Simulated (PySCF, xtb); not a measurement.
H₂O₂S₂, SMILES OSSO.

GFN2-xTB (xtb 6.7.1) at its own geometry gives an orbital gap of 4.26 eV and a dipole moment of 2.62 D.

Geometry optimised at B3LYP-D3(BJ)/def2-SVP. One conformer was computed; it need not be the lowest.

Problem. What does PBE/def2-TZVPD in PySCF give? (An estimate is asked for; the answer gives what the named calculation found.)

Solution. gap 4.33 eV (levels -6.31 and -1.99 eV), dipole 2.19 D.
